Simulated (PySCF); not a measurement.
Predicted microwave data (PBE0/pcSseg-1 in PySCF (dipole) on a GFN2-xTB geometry, gas phase) for one isomer of C6H13NOSi:

```
Rotational constants : A = 2856, B = 632.2, C = 536.3 MHz
Dipole components    : |μa| = 0.01 D, |μb| = 1.95 D, |μc| = 0.03 D
Inertial defect      : -33.99 u·Å²
κ                    : -0.92
```

Question: Which structure is it? (One computed conformer of each.)
A. `[CH2:1]=[CH:2][C@H:3]([CH3:4])[NH:5][SiH2:6][C:7]([CH3:8])=[O:9]` with C1–C2–C3–C4 -117°, C2–C3–N5–Si6 146°, C3–N5–Si6–C7 175°, N5–Si6–C7–C8 177°
B. `[CH2:1]=[CH:2]/[C:3]([CH3:4])=[N:5]\[C@H:6]([SiH3:7])[CH2:8][OH:9]` with C1–C2–C3–C4 -6°, C3–N5–C6–Si7 -87°, N5–C6–C8–O9 -64°, C6–C8–O9–H 54°
C. `[CH3:1][C@H:2]([OH:3])/[C:4](=[N:5]\[SiH3:6])[CH:7]1[CH2:8][CH2:9]1` with C1–C2–O3–H -179°, C1–C2–C4–N5 95°, C2–C4–C7–C8 -148°
D. `[CH2:1]=[N:2][C:3](=[CH2:4])[O:5][SiH2:6][CH:7]([CH3:8])[CH3:9]` with C1–N2–C3–C4 -41°, N2–C3–O5–Si6 1°, C3–O5–Si6–C7 179°, O5–Si6–C7–C8 -62°

Answer: A. It is C=C[C@H](C)N[SiH2]C(C)=O, a near-prolate asymmetric top, point group C1. The candidates at the same level (rigid rotor, commonest isotopes):

```
                     SMILES  A (MHz)  B (MHz)  C (MHz)  μa (D)  μb (D)  μc (D)  Δ (u·Å²)  point group                        rotor
 C=C/C(C)=N\[C@H]([SiH3])CO     1664    866.6    686.3    2.55    1.41    0.09   -150.54           C1               asymmetric top
C[C@H](O)/C(=N\[SiH3])C1CC1     1729     1071    778.8    1.64    2.07    0.94   -115.39           C1               asymmetric top
       C=NC(=C)O[SiH2]C(C)C     3162    677.9    583.7    1.31    0.80    0.58    -39.56           C1  near-prolate asymmetric top
   C=C[C@H](C)N[SiH2]C(C)=O     2856    632.2    536.3    0.01    1.95    0.03    -33.99           C1  near-prolate asymmetric top
```

`C=C/C(C)=N\[C@H]([SiH3])CO` has A 42 % too low; `C[C@H](O)/C(=N\[SiH3])C1CC1` has B 69 % too high; `C=NC(=C)O[SiH2]C(C)C` has A 11 % too high. No structure here is proved a minimum.
